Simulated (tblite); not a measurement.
Input of a run (GFN2-xTB geometry optimisation, gas phase (tblite 0.8.0)), started from a force field or distance geometry:
```
{"job": {"kind": "relax", "xc": "GFN2-xTB", "basis": "xTB"}, "charge": 0, "multiplicity": 2}
C      3.885400    -0.827700     0.034100
C      2.756700    -0.569500     0.649900
C      2.150400     0.779000     0.809800
C      0.782300     0.782900     0.238800
C     -0.331500     0.767600    -0.198700
C     -1.693600     0.761300    -0.767200
C     -2.337600    -0.562100    -0.507100
C     -3.454300    -0.730700     0.213200
H      4.792000    -1.034700    -0.479600
H      2.241100    -1.402100     1.145000
H      2.744600     1.543900     0.303200
H      2.102000     1.041400     1.871500
H     -2.279200     1.582000    -0.320800
H     -1.645800     0.930700    -1.849000
H     -1.857900    -1.429100    -0.936400
H     -3.880800    -1.725600     0.369100
H     -3.980900     0.104700     0.666400
```

Output (eV, eV/Å):
```
step      E/eV     max force
  0    -584.43096    2.730
  1    -584.46714    2.552
  2    -584.52791    1.386
  3    -584.52396    1.324
  4    -584.54174    0.222
  5    -584.54439    0.235
  6    -584.54869    0.231
  7    -584.55152    0.115
  8    -584.55281    0.082
  9    -584.55463    0.104
 10    -584.55577    0.117
 11    -584.55716    0.129
 12    -584.55950    0.167
 13    -584.56525    0.298
 14    -584.56780    0.612
 15    -584.57967    0.360
 16    -584.59444    0.330
 17    -584.60796    0.578
 18    -584.62321    0.311
 19    -584.62999    0.230
 20    -584.64174    0.451
 21    -584.64831    0.238
 22    -584.65626    0.210
 23    -584.66538    0.194
 24    -584.67401    0.205
 25    -584.67940    0.178
 26    -584.68308    0.165
 27    -584.68653    0.159
 28    -584.68892    0.127
 29    -584.69067    0.099
 30    -584.69200    0.091
 31    -584.69299    0.065
 32    -584.69359    0.056
 33    -584.69397    0.049
 34    -584.69426    0.043
 35    -584.69449    0.031
 36    -584.69466    0.022
 37    -584.69479    0.039
 38    -584.69493    0.041
 39    -584.69505    0.032
 40    -584.69513    0.020
 41    -584.69518    0.023
 42    -584.69525    0.027
 43    -584.69536    0.032
 44    -584.69549    0.029
 45    -584.69558    0.021
 46    -584.69565    0.019
 47    -584.69570    0.021
 48    -584.69575    0.021
 49    -584.69578    0.013
 50    -584.69580    0.008
```

Summarise the run.

The energy falls by 6.1 kcal/mol over 50 L-BFGS steps, the largest force on an atom goes from 2.73 to 0.008 eV/Å, and the atoms move by 0.155 Å rms after alignment. The bond that changes most is C2–C3 (ends: carbon bonded to 2 C and H; carbon bonded to 2 C and 2 H), which lengthens by 0.051 Å. Bonds longer at the end by more than 0.005 Å: 2 of 16; shorter: 8. Among the angles that change most is C2–C1–H9, from 179.1° to 138.7°. The energy rose by more than 1e-5 eV at step 3. The first step brought 14 % of the lowering.

What are the final bond lengths?

C1=C2 1.287 Å, C2–C3 1.539 Å, C3–C4 1.444 Å, C4≡C5 1.200 Å, C5–C6 1.452 Å, C6–C7 1.501 Å, C7=C8 1.319 Å, C1–H9 1.065 Å, C2–H10 1.083 Å, C3–H11 1.092 Å, C3–H12 1.094 Å, C6–H13 1.094 Å, C6–H14 1.096 Å, C7–H15 1.082 Å, C8–H16 1.077 Å, C8–H17 1.078 Å. Numbering counts from 1 in the input's order; the species is `[H]/[C]=C\CC#CCC=C` [radical].

Its lowest GFN2-xTB frequency is 10i cm⁻¹, too small to tell a flat minimum from a shallow saddle.

Shape of the structure used: `[H]/[C:1]=[CH:2]\[CH2:3][C:4]#[C:5][CH2:6][CH:7]=[CH2:8]`: C1–C2–C3–C4 124°, C5–C6–C7–C8 121°.

One conformer stands for the species.

These are computed values.
